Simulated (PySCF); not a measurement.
Compound: C5H4FS (charge +1).
Atom-mapped SMILES: `[F:1][c:2]1[cH:3][cH:4][s+:5][cH:6][cH:7]1` (hydrogens: H8 on C3; H9 on C4; H10 on C6; H11 on C7)

The same species was optimised twice, with GFN2-xTB and with PBE0-D3(BJ)/def2-SVP (PySCF), and the same property calculations (PySCF, gas phase) were run on both structures.

```tsv
coordinate	GFN2-xTB	PBE0-D3(BJ)/def2-SVP	change
F1–C2 (Å)	1.311	1.295	-0.016
C3–C4 (Å)	1.368	1.375	+0.007
C6–C7 (Å)	1.368	1.375	+0.007
C4–S5 (Å)	1.695	1.691	-0.004
S5–C6 (Å)	1.695	1.691	-0.004
C2–C7 (Å)	1.398	1.402	+0.004
C2–C3 (Å)	1.399	1.402	+0.003
C2–C3–C4 (°)	121.9	121.5	-0.4
C2–C7–C6 (°)	121.9	121.6	-0.3
C4–S5–C6 (°)	102.7	103.1	+0.4
C3–C2–C7 (°)	123.8	124.1	+0.3
F1–C2–C7 (°)	118.1	117.9	-0.2
F1–C2–C3 (°)	118.1	118.0	-0.1
C3–C4–S5 (°)	124.8	124.9	+0.1
S5–C6–C7 (°)	124.8	124.9	+0.1
```

Rotational constants: A = 5138, B = 1808, C = 1337 MHz (GFN2-xTB) against A = 5113, B = 1816, C = 1340 MHz (PBE0-D3(BJ)/def2-SVP). Point groups within 0.08 Å: C2v and C2v.

On the GFN2-xTB structure: lowest singlet, TDDFT (eV) 5.16 [wB97X-D/def2-SVPD]; lowest triplet, Tamm–Dancoff (eV) 3.65 [wB97X-D/def2-SVPD]; isotropic polarisability (au) 67.6 [wB97X-D/def2-SVPD]; HOMO (eV) -15.64 [wB97X-D/def2-SVPD]; LUMO (eV) -6.35 [wB97X-D/def2-SVPD]; HOMO (eV) -13.96 [PBE0/pcSseg-1]; LUMO (eV) -8.11 [PBE0/pcSseg-1]; GIAO shielding of F1 (ppm) 197.0 [PBE0/pcSseg-1]; GIAO shielding of C2 (ppm) -0.9 [PBE0/pcSseg-1]; GIAO shielding of C3/C7 (mean) (ppm) 51.5 [PBE0/pcSseg-1]; GIAO shielding of C4/C6 (mean) (ppm) 15.1 [PBE0/pcSseg-1]; GIAO shielding of S5 (ppm) 172.7 [PBE0/pcSseg-1].

Question: What do these properties become on the PBE0-D3(BJ)/def2-SVP structure?

Answer: 
| property | level | on GFN2-xTB | on PBE0-D3(BJ)/def2-SVP | change |
| --- | --- | --- | --- | --- |
| lowest singlet, TDDFT (eV) | wB97X-D/def2-SVPD | 5.16 | 5.16 | 0.00 |
| lowest triplet, Tamm–Dancoff (eV) | wB97X-D/def2-SVPD | 3.65 | 3.67 | +0.02 |
| isotropic polarisability (au) | wB97X-D/def2-SVPD | 67.6 | 68.0 | +0.4 |
| HOMO (eV) | wB97X-D/def2-SVPD | -15.64 | -15.60 | +0.04 |
| LUMO (eV) | wB97X-D/def2-SVPD | -6.35 | -6.28 | +0.07 |
| energy, GFN2-xTB geometry as zero (kcal/mol) | wB97X-D/def2-SVPD | 0.0 | -0.3 | -0.3 |
| HOMO (eV) | PBE0/pcSseg-1 | -13.96 | -13.91 | +0.05 |
| LUMO (eV) | PBE0/pcSseg-1 | -8.11 | -8.04 | +0.07 |
| energy, GFN2-xTB geometry as zero (kcal/mol) | PBE0/pcSseg-1 | 0.0 | -0.1 | -0.1 |
| GIAO shielding of F1 (ppm) | PBE0/pcSseg-1 | 197.0 | 200.1 | +3.1 |
| GIAO shielding of C2 (ppm) | PBE0/pcSseg-1 | -0.9 | 0.4 | +1.3 |
| GIAO shielding of C3/C7 (mean) (ppm) | PBE0/pcSseg-1 | 51.5 | 50.3 | -1.2 |
| GIAO shielding of C4/C6 (mean) (ppm) | PBE0/pcSseg-1 | 15.1 | 14.6 | -0.5 |
| GIAO shielding of S5 (ppm) | PBE0/pcSseg-1 | 172.7 | 174.0 | +1.3 |

The heavy atoms differ by 0.007 Å rms after alignment. Among bonds between heavy atoms F1–C2 changes most (-0.016 Å). Changes are differences of the printed values. Neither structure is proved a minimum here. Isolated species at its PBE0-D3(BJ)/def2-SVP geometry, gas phase.

wB97X-D is run here without its empirical dispersion term; that term would change no orbital, density or response property at a fixed geometry.
